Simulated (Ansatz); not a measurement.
Two isomers of CH6OSSi: A = `CS[SiH2]O`, B = `OC([SiH3])S`.

Isolated molecules relaxed with PBE0-D4/def2-TZVP in Ansatz; ΔE leaves out vibrations. CCSD(T)/CBS is the MP2 limit (def2-TZVPP, def2-QZVPP) plus CCSD(T) − MP2 in def2-TZVPP, frozen cores. DFT in def2-TZVPP. B3LYP here is the variant with VWN-RPA as its local correlation; programs differ in this. One conformer a species, not always the lowest.

**Question.** Which is lower in electronic energy at CCSD(T)/CBS, and by how much? (Estimate.)

**Answer.** The calculation gave: A, by 265.9 kJ/mol.

**Question.** Give E(B) − E(A) in kJ/mol with HF/def2-TZVPP, MP2/def2-TZVPP, B2PLYP, B3LYP-D4, CCSD(T)/def2-SVP, PBE-D4, CCSD/def2-TZVPP. (Estimate.)

**Answer.** The calculation gave: HF/def2-TZVPP 276.1, MP2/def2-TZVPP 273.0, B2PLYP 266.5, B3LYP-D4 260.6, CCSD(T)/def2-SVP 233.6, PBE-D4 250.1, CCSD/def2-TZVPP 263.2. None reverses the order clearly.

**Question.** Does the order hold for the free energy at 298.15 K (harmonic terms from PBE0-D4)? (An estimate is asked.)

**Answer.** The calculation gave: Yes: G(B) − G(A) = +253.9 kJ/mol, for one conformer each.

Largest T1 diagnostic: 0.012.

Leaving LDA and LC-ωPBE aside and taking each functional with its dispersion term where it has one, the values, not all of them listed here, spread over 21.0 kJ/mol, from revPBE-D4 to BHLYP-D4. LDA lies −6.9 kJ/mol from PBE without D4. From PBE to PBE0 (25 % exact exchange), in def2-TZVPP and without D4, E(B) − E(A) moves by +8.5 kJ/mol.
